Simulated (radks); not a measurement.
Q: The vanadium ion V+, configuration [Ar] 3d4. Method: scalar-relativistic Kohn-Sham, LDA (Slater exchange, VWN5 correlation), spin-unpolarised, spherical densities, point nucleus; hard spherical wall at 4 bohr; computed with a radial shooting solver on a logarithmic mesh with Libxc functionals. Some entries of the table are withheld. Estimate them.

orbital,occ.,eigenvalue (eV),<r^2> (bohr^2),<1/r> (bohr^-1)
1s,2,-5351.002,0.005958,22.80
2s,2,-599.8269,0.1129,4.787
2p,6,-501.6789,0.09283,4.697
3s,2,-69.8540,1.070,1.469
3p,6,-44.2682,(1),1.328
3d,4,-6.2624,2.358,0.9548
4s,0,-3.2669,(2),0.5710
4p,0,3.8771,6.145,(3)
4d,0,17.7794,5.967,0.6716

A: 
(1) 3p <r^2> (bohr^2): 1.276
(2) 4s <r^2> (bohr^2): 5.766
(3) 4p <1/r> (bohr^-1): 0.5684
